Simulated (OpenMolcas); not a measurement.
**Fe3+: from CASSCF to CASPT2**

* Program: OpenMolcas
* Basis: ANO-RCC-VQZP [7s6p4d3f2g1h]
* Scalar Hamiltonian: DKH2, point nucleus
* Active space: 5 electrons in 10 orbitals (3d 4d)
* State averaging: 2S+1 = 6 even, 1 root; 2S+1 = 4 even, 24 roots; 2S+1 = 2 even, 53 roots
* Spin-orbit coupling: state interaction with AMFI integrals over the reference wave functions, term energies averaged over their components

Methods on the same reference wave functions:
A. CASSCF
B. SS-CASPT2, IPEA 0.25 Eh, imaginary shift 0.1 Eh (closed shells correlated: 3s 3p)
C. MS-CASPT2, IPEA 0.25 Eh, imaginary shift 0.1 Eh (closed shells correlated: 3s 3p)

Energies in cm-1 above 3d5 6S 5/2, the measured ground level; measured values from Corliss and Sugar, J. Phys. Chem. Ref. Data 11, 135 (1982).

```tsv
Level	A	B	C	Measured
3d5 6S 5/2	0.0	0.0	0.0	0.0
3d5 4G 5/2	36411	33380	33380	
3d5 4G 7/2	36449	33420	33420	
3d5 4G 9/2	36479	33460	33460	
3d5 4G 11/2	36488	33460	33460	32246
3d5 4P 5/2	41689	36900	36900	35254
3d5 4P 3/2	41744	36970	36970	35333
3d5 4P 1/2	41813	37040	37040	35407
3d5 4D 7/2	45302	40170	40170	38779
3d5 4D 1/2	45340	40210	40210	38897
3d5 4D 3/2	45415	40300	40300	
3d5 4D 5/2	45447	40330	40330	
3d5 2I 11/2	51909	48740	48740	
3d5 2I 13/2	51990	48830	48830	
3d5 2D 5/2 [67 %]	58210	51810	51820	49542
3d5 2D 3/2	58811	52310	52310	50051
3d5 2F 7/2(1)	59916	53840	53740	51394
3d5 4F 9/2	60590	54580	54580	52621
3d5 4F 7/2	60604	54590	54610	52695
3d5 4F 3/2	60763	54720	54720	
3d5 2H 9/2	63437	58310	58310	56058
3d5 2H 11/2	63679	58700	58700	56369
3d5 2G 7/2	65883	59510	59500	57408
3d5 2G 9/2	66092	59860	59860	57721
```

Deviations, from unrounded energies. A percentage is the sum of absolute deviations over the sum of measured energies, with the sign that they share, or ± where signs differ.

| Against measurement | Levels | A | B | C |
| --- | --- | --- | --- | --- |
| mean absolute deviation (cm-1) | 15 | 7300 | 1900 | 1900 |
| other terms of the ground configuration (%) | 15 | +15.7 | +4.1 | +4.1 |

B, C lie about equally close to measurement and A furthest from it. The largest miss of C in the table is 3d5 2F 7/2(1), by +2300 cm-1. The ranking rests on the paired levels alone, and a cruder setting can come out closer through cancelling errors.

Between B and C the level of the table that moves most is 3d5 2F 7/2(1), by 100 cm-1 (lowest in C, highest in B). Moves below CASPT2's spread within the term are not significant.

The two smallest mean deviations differ by little beside CASPT2's spread within terms, so their order carries little weight.

From A to B the spin-free energies of the other terms of 3d5 shown, above 6S, scale by factors of 0.89 to 0.94, as is usual when dynamic correlation screens the repulsion within a d or f shell.

The lowest spin-free term lies below A's lowest term by 0.408 hartree in B, 0.408 hartree in C.

CASPT2 does not keep the components of a term degenerate, so their means are used; among the terms shown or strongly mixed into the levels shown the widest spread is 710 cm-1 (3d5 2I, C). Active for correlation alone: 4d; no level in the range computed is led by a configuration that fills it, so any true level of that kind is missing. Without dynamic correlation excited terms often stand tens of per cent too high (terms of higher spin than the ground term too low), and those without a measured partner can miss by more than the paired ones (holds for A). Some levels mix across a computed gap that differs much from the measured one, so their mixing is not that of the real levels (holds for A). Measured partners are found by configuration, term and J. A level has none where our copy of the source lacks it or the pairing is in doubt (some pairs that miss far off the trend of their configuration count as doubtful), and it then counts in no deviation. Levels of configurations outside the active space are missing. Levels that lie high or do not pair safely by name in every column are left out.

A share in square brackets marks a mixed level and gives the weight of the term that names it, the lowest over the columns. A number in round brackets counts repeated terms of one configuration in the order of the reference energies.
